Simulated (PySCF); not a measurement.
# `O[C@@H]1C[C@]2(Br)C[C@H]1C2`, C$_{6}$H$_{9}$BrO

Molfile (atoms numbered from 1):
```
C6H9BrO
     RDKit          3D

 17 18  0  0  0  0  0  0  0  0999 V2000
    2.2822    1.2513    1.9062 O   0  0  0  0  0  0  0  0  0  0  0  0
    1.8632    0.6676    0.7041 C   0  0  2  0  0  0  0  0  0  0  0  0
    0.7420    1.5249    0.0716 C   0  0  0  0  0  0  0  0  0  0  0  0
   -0.3658    0.4730    0.0712 C   0  0  2  0  0  0  0  0  0  0  0  0
   -2.0628    1.0412   -0.6362 Br  0  0  0  0  0  0  0  0  0  0  0  0
   -0.2508   -0.1580    1.4674 C   0  0  0  0  0  0  0  0  0  0  0  0
    1.0887   -0.6520    0.8784 C   0  0  1  0  0  0  0  0  0  0  0  0
    0.3523   -0.7719   -0.4742 C   0  0  0  0  0  0  0  0  0  0  0  0
    2.9441    0.6766    2.3048 H   0  0  0  0  0  0  0  0  0  0  0  0
    2.7139    0.5327    0.0082 H   0  0  0  0  0  0  0  0  0  0  0  0
    0.9744    1.8849   -0.9401 H   0  0  0  0  0  0  0  0  0  0  0  0
    0.5095    2.3848    0.7144 H   0  0  0  0  0  0  0  0  0  0  0  0
   -0.2150    0.5171    2.3340 H   0  0  0  0  0  0  0  0  0  0  0  0
   -0.9742   -0.9701    1.6198 H   0  0  0  0  0  0  0  0  0  0  0  0
    1.6345   -1.5017    1.3133 H   0  0  0  0  0  0  0  0  0  0  0  0
   -0.3039   -1.6512   -0.5242 H   0  0  0  0  0  0  0  0  0  0  0  0
    0.9281   -0.6623   -1.4068 H   0  0  0  0  0  0  0  0  0  0  0  0
  1  2  1  0
  2  3  1  0
  3  4  1  0
  4  5  1  6
  4  6  1  0
  6  7  1  0
  7  8  1  0
  7  2  1  0
  8  4  1  0
  1  9  1  0
  2 10  1  6
  3 11  1  0
  3 12  1  0
  6 13  1  0
  6 14  1  0
  7 15  1  1
  8 16  1  0
  8 17  1  0
M  END
```

Theory: TDDFT LC-wPBE/def2-SVPD circular dichroism and optical rotation, one conformer, gas phase (PySCF). Geometry: PBE0-D3(BJ)/def2-SVP.

The molecule is flexible and this is one conformer; a measurement averages over conformers. The calculation is non-relativistic, which matters for the atoms heavier than Zn. Singlets 9 and 10 lie within 0.01 eV of each other, so their separate moments and overlaps can depend on how they mix.

Draw the ECD and absorption spectra from the lowest 12 states, each a Gaussian of half-width 0.25 eV at 1/e height.


```
E (eV)  λ (nm)  Δε (L mol⁻¹ cm⁻¹)  ε (L mol⁻¹ cm⁻¹)
  6.14     202               0.00              1.11
  6.29     197              -0.04              8.58
  6.44     193              -0.14              32.2
  6.59     188              -0.27                59
  6.74     184              -0.24              52.6
  6.89     180              -0.10              23.1
  7.04     176              +0.12              9.98
  7.19     173              +1.21              43.6
  7.34     169              +4.94               176
  7.49     166              +9.80               350
  7.64     162              +9.44               371
  7.79     159              +4.15               589
  7.94     156              -0.75              2730
  8.09     153              -5.13              8290
  8.24     151              -7.63             12600
  8.39     148              -5.34              9450
  8.54     145              -1.02              4040
  8.69     143              +1.09              4010
  8.84     140              -5.23             11100
  8.99     138             -20.19             20500
  9.14     136             -30.88             22500
```
Δε uses R in velocity form, ε uses f in length form. Only the states computed contribute, so the short-wavelength end is incomplete.
